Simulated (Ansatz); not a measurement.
C3H4OSi, SMILES `C=C=C1O[SiH2]1`. Charge 0, multiplicity 1.

```xyz
9

C    -0.2796   -0.2556    2.2662
C    -0.1733   -0.2002    0.9687
C    -0.0374   -0.0920   -0.3080
O    -0.4743   -0.9192   -1.3833
Si    0.3621    0.4216   -1.9598
H     0.4639   -0.7625    2.8749
H    -1.1209    0.1949    2.7855
H    -0.4275    1.4412   -2.6805
H     1.6870    0.1718   -2.5637
```

(1) What are the harmonic wavenumbers in cm⁻¹ at PBE0-D4/def2-TZVP (Ansatz, finite differences of forces, unscaled)? (An estimate is asked.)

(2) Is this a minimum?

(3) Give the ideal-gas thermochemistry at 298.15 K and 1 bar (rigid rotor, harmonic oscillator; point group Cs, symmetry number 1).

(4) And at 400, 500, 600, 800 and 1000 K?

(5) Rotational constants (cm⁻¹)?

Results:

(1) The calculation gave: 172, 182, 329, 502, 545, 629, 631, 644, 669, 781, 904, 945, 998, 1019, 1334, 1501, 2096, 2264, 2283, 3129, 3204.

(2) Yes, all 21 modes are real.

(3) Zero-point energy 148.1 kJ/mol; H(298) − E = 165.4 kJ/mol; entropy 311.7 J/(mol·K), of which translation 164.1, rotation 108.2, vibration 39.4; G(298) − E = 72.5 kJ/mol.

(4) 
| T (K) | H − E (kJ/mol) | S (J/mol/K) | G − E (kJ/mol) |
| --- | --- | --- | --- |
| 400 | 175.9 | 341.7 | 39.2 |
| 500 | 187.8 | 368.3 | 3.6 |
| 600 | 201.1 | 392.5 | -34.4 |
| 800 | 230.6 | 434.8 | -117.3 |
| 1000 | 263.0 | 470.9 | -207.9 |

(5) 0.577, 0.07252, 0.06688.
